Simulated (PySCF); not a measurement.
# Yb³³⁺: ionisation energy

Yb³³⁺ [Kr] 4d1 [4d3/2^1, M_J = 3/2] → Yb³⁴⁺ [Kr], as a difference of total energies. Calculation: PySCF 2.14, in an uncontracted even-tempered set (17 s from 3.3 bohr⁻², ratio 2.8; 14 p from 4.3 bohr⁻², ratio 2.8; 9 d from 4.3 bohr⁻², ratio 2.8; 3 f from 15 bohr⁻², ratio 3); the two-component X2C-1e Hamiltonian. Correlated levels: [Ar] 3d10 frozen; the 98 highest virtual spinors dropped. "Screened" scales the spin-orbit matrix elements by Boettger's factors to mimic the two-electron term; Breit and QED terms are absent.

```
                    method  ionisation energy (eV)
           GHF (spin-free)                  1316.4
          GMP2 (spin-free)                  1316.5
 GHF (screened spin-orbit)                  1324.9
GMP2 (screened spin-orbit)                  1325.1
```

Breit and QED terms and the two-electron picture change are absent.

The spin-free rows lack the spin-orbit shift.

For comparison: 1324 ± 5 eV (theoretical estimate listed by NIST; NIST Atomic Spectra Database, ionization energies).
